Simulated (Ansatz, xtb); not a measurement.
Pulling on the O2–H3 bond in HNaO (SMILES [OH][Na]) (multiplicity 1 held, fragments rigid). Energies count from the point at 0.954 Å.
Geometry at that point (charge 0, multiplicity 1):
```xyz
3

Na     0.000     0.000    -0.917
O      0.000     0.000     1.015
H      0.000     0.000     1.969
```

Restricted levels (R-, RO-) in cc, def2 and unpolarised 6-31G sets keep to the state of the molecule at rest. Unrestricted levels (U-) break spin symmetry where that is lower. Levels need not reach the same state.

Correlated levels freeze the cores.

The values were computed with Ansatz (an electronic-structure program); xtb for the GFN methods.  The GFN methods have no spin term and hold the electronic entropy of 300 K.

One of these levels gives 154.99 kcal/mol for the energy at R = 3.054 Å. Name it.
A. U-HF/6-31G
B. R-MP2/6-31G
C. GFN2-xTB
D. R-HF/6-31G

B, R-MP2/6-31G. The others give 141.55 (GFN2-xTB), 201.48 (R-HF/6-31G), 78.59 (U-HF/6-31G)

Doubts at one or more of the structures used: a restricted determinant that unrestricted orbitals would lower (R-HF/6-31G, R-MP2/6-31G); a spin-contaminated determinant (U-HF/6-31G).
